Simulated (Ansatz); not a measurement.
Ansatz results at the PBE0-D4/def2-TZVP geometry: HOMO energy (PBE/def2-TZVPP) -7.03 eV; HOMO–LUMO gap (ωB97M-V/def2-TZVPP) 13.21 eV; HOMO energy (B3LYP/def2-TZVPP) -8.27 eV.

Q: Which molecule gave them?
A. `FC1CCCCC1`
B. `BrC(Br)=C(Br)Br`
C. `Cc1ccnc2ccccc12`
D. `C=P(C)(C)C`

A: A. The others give `Cc1ccnc2ccccc12`: -5.77, 9.08, -6.51; `C=P(C)(C)C`: -3.70, 9.18, -4.57; `BrC(Br)=C(Br)Br`: -6.09, 10.20, -6.99.

B3LYP here is the variant with VWN-RPA as its local correlation; programs differ in this.
